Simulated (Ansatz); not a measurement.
Energy difference 3 R1 → P1, each structure at its B3LYP-D3(BJ)/def2-TZVP stationary point, reached from a drawn start (curvature not checked).
R1, OSi (SMILES [O+]#[Si-]) (charge 0, multiplicity 1):
```tsv
atom	x (Å)	y (Å)	z (Å)
Si	0.0000	0.0000	-0.7566
O	0.0000	0.0000	0.7566
```
P1: O3Si3 (SMILES [o+]1[si-][o+][si-][o+][si-]1), charge 0, multiplicity 1.

P less R. No zero-point or thermal terms.

Frozen-core correlation throughout.

Codes used: Ansatz (a quantum-chemistry and plane-wave program). No computed number here is a measurement.

**Question.** Estimate the reaction energy that SCS-MP2/cc-pV(Q+d)Z returns for this input.

**Answer.** -4.74 eV

**Question.** Give the reaction energy at the level CCSD(T)/cc-pV(Q+d)Z.

**Answer.** -5.05 eV

**Question.** What reaction energy does CCSD/cc-pV(Q+d)Z give?

**Answer.** -5.27 eV
